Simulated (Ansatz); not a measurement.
Start from `[OH][GaH2]` and change one atom or group to get `[OH][GaH][GaH2]`.

Ansatz, PBE0-D4/def2-TZVP geometries, multiplicity 1. Each molecule was computed in one conformer, which needn't be the lowest.

Scalar relativity is left out up to krypton.

| property | `[OH][GaH2]` |
| --- | --- |
| ideal-gas entropy at 298 K and 1 bar (rigid rotor, harmonic PBE0-D4/def2-TZVP) / J/(mol·K) | 263 |
| size of the dipole moment (B3LYP/def2-TZVPP) / D | 1.44 |
| LUMO energy (ωB97M-V/def2-TZVPP) / eV | 0.51 |
| zero-point energy (PBE0-D4/def2-TZVP) / kJ/mol | 70.4 |
| HOMO–LUMO gap (B3LYP/def2-TZVPP) / eV | 6.86 |
| HOMO energy (B3LYP/def2-TZVPP) / eV | -8.35 |

(1) What does the change do to each property? (Estimate.)

Results:

(1) The calculation gave: 
```json
{"property": "ideal-gas entropy at 298 K and 1 bar (rigid rotor, harmonic PBE0-D4/def2-TZVP) / J/(mol·K)", "`[OH][GaH][GaH2]`": "340", "shift": "77"}
{"property": "size of the dipole moment (B3LYP/def2-TZVPP) / D", "`[OH][GaH][GaH2]`": "1.24", "shift": "-0.20"}
{"property": "LUMO energy (ωB97M-V/def2-TZVPP) / eV", "`[OH][GaH][GaH2]`": "-0.41", "shift": "-0.92"}
{"property": "zero-point energy (PBE0-D4/def2-TZVP) / kJ/mol", "`[OH][GaH][GaH2]`": "88.2", "shift": "17.8"}
{"property": "HOMO–LUMO gap (B3LYP/def2-TZVPP) / eV", "`[OH][GaH][GaH2]`": "4.67", "shift": "-2.19"}
{"property": "HOMO energy (B3LYP/def2-TZVPP) / eV", "`[OH][GaH][GaH2]`": "-7.06", "shift": "1.29"}
```

With PBE0 the HOMO rises by 1.30 eV and the LUMO falls by 0.94 eV, so the gap narrows by about 2.24 eV. PBE moves the HOMO by 0.99 eV and ωB97M-V by 1.54 eV. The zero-point energy changes by 17.8 kJ/mol with +6 modes. Dipoles are sizes alone; their direction can turn.

B3LYP here is the variant with VWN-RPA as its local correlation; programs differ in this.
